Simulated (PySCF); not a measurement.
## Polarisability and C₆ of Tc (technetium, neutral)

[Kr] 4d5 5s2, high-spin 6S determinant. Calculation: PySCF 2.14, in ANO-RCC-VTZP; the spin-free X2C one-electron Hamiltonian (Gaussian nucleus). Coupled (time-dependent) response in atomic units; α is the mean over directions. The basis has no added diffuse functions, which lowers α and C₆.

| method | mean α (bohr³) | C₆ (like pair) | S(−4) |
| --- | --- | --- | --- |
| UHF | 113.9 | 1323 | 16840 |
| PBE | 80.30 | 907.1 | 3515 |
| PBE0 | 85.64 | 982.2 | 4188 |

S(−4) is the Cauchy moment in α(ω) = α(0) + S(−4) ω² + …

Reference α: 79 ± 10 bohr³ (recommended; Schwerdtfeger and Nagle, table of static dipole polarizabilities (2023 update)). Published C₆: 939.0 (Gould and Bucko (2016)).

Hartree-Fock lies above the reference because it lacks correlation, which contracts the outer shell.

α(iu) at PBE0:

| u (hartree) | α(iu) (bohr³) |
| --- | --- |
| 0 | 85.64 |
| 0.0500 | 76.86 |
| 0.100 | 61.00 |
| 0.200 | 36.85 |
| 0.300 | 24.14 |
| 0.500 | 13.35 |
| 0.750 | 8.335 |
| 1.00 | 5.947 |
| 1.50 | 3.570 |
| 2.00 | 2.385 |
| 3.00 | 1.268 |
| 5.00 | 0.5276 |

A single London oscillator, α(iu) = α/(1 + u²/ω²), gives C₆ = (3/4) ω α². Matching the computed C₆ needs ω = 4 × 982.2 / (3 × 85.64²) = 0.179 hartree.
